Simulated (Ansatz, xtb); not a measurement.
## Two isomers of C3H6B2N2

Structure a: `Bc1nccn1B`, a singlet. Structure b: `Bc1cn(B)cn1`, a singlet. Both are isolated molecules in the gas phase, relaxed with B3LYP/def2-SVP; the shapes shown needn't be the lowest conformers.

a (Å):

| atom | x (Å) | y (Å) | z (Å) |
| --- | --- | --- | --- |
| C | -0.7342 | 0.5569 | 0.1500 |
| C | -0.4101 | 0.2465 | 2.2747 |
| C | 0.3597 | -0.7014 | 1.6430 |
| B | -1.2713 | 1.1537 | -1.1590 |
| B | 0.7980 | -1.3164 | -0.7392 |
| N | -1.0713 | 1.0063 | 1.3532 |
| N | 0.1747 | -0.5296 | 0.2844 |
| H | -0.9487 | 0.7270 | -2.2359 |
| H | -2.0368 | 2.0758 | -1.0739 |
| H | -0.5179 | 0.4158 | 3.3459 |
| H | 1.0165 | -1.4757 | 2.0332 |
| H | 1.5398 | -2.1945 | -0.3862 |
| H | 0.5681 | -1.0832 | -1.8895 |

b (Å):

```xyz
13

C    -0.9932    0.1798   -0.5791
C    -0.5980    0.3019    0.7386
C     0.8442   -0.9467   -0.3751
B    -2.2378    0.7993   -1.2213
B     1.3628   -0.5776    2.0842
N     0.5794   -0.4109    0.9009
N    -0.0438   -0.6249   -1.2516
H    -2.9749    1.4696   -0.5386
H    -2.4857    0.6270   -2.3865
H    -1.0549    0.8343    1.5701
H     2.3609   -1.2423    2.0132
H     0.9935   -0.0488    3.0974
H     1.7290   -1.5643   -0.5395
```

Task: Which of the two would you expect CCSD(T)/def2-SVP + ΔMP2/def2-TZVPP electronic energies to favour?

Result: Too close to call at this level: CCSD(T)/def2-SVP + ΔMP2/def2-TZVPP gives E(b) − E(a) = −1.57 kcal/mol.

The same difference at several levels:

```
                             level        geometry  E(b) − E(a) (kcal/mol)  departure from the last row (kcal/mol)  job, with rough time for the two
                          GFN2-xTB        GFN2-xTB                     −0.28                                   +1.29              optimisation, 0.11 s
                         HF/STO-3G        GFN2-xTB                     −1.54                                   +0.03              single point, 0.32 s
                r2SCAN-D4/def2-SVP        GFN2-xTB                     −0.28                                   +1.29               single point, 2.4 s
                    B3LYP/def2-SVP  B3LYP/def2-SVP                     −1.31                                   +0.26                optimisation, 23 s
                       HF/def2-SVP  B3LYP/def2-SVP                     −4.46                                   −2.89           part of the CCSD(T) run
                      MP2/def2-SVP  B3LYP/def2-SVP                     −1.48                                   +0.09           part of the CCSD(T) run
                  CCSD(T)/def2-SVP  B3LYP/def2-SVP                     −2.19                                   −0.62                      single point
CCSD(T)/def2-SVP + ΔMP2/def2-TZVPP  B3LYP/def2-SVP                     −1.57                                                        single point, 32 s
```

As drawn, both hold the same kinds of bond in the same numbers.

GFN2-xTB, r2SCAN-D4/def2-SVP find them nearly level. The largest departure from CCSD(T)/def2-SVP + ΔMP2/def2-TZVPP is that of HF/def2-SVP, 2.89 kcal/mol. The last row adds to CCSD(T) the change of the MP2 difference between the two basis sets, here +0.62 kcal/mol.

With thermal terms from frequencies at re-optimised GFN2-xTB minima (ideal gas, soft modes damped towards free rotors, one conformer each, 298.15 K, 1 atm): the zero-point term adds −0.06 kcal/mol; ΔH is −1.62 and ΔG −1.59 kcal/mol.

The correlated steps freeze 7 core orbitals. Programs: Ansatz 0.2.0, xtb 6.7.1; the last row on 2 threads of Intel(R) Xeon(R) 6975P-C (Granite Rapids) on a shared host.
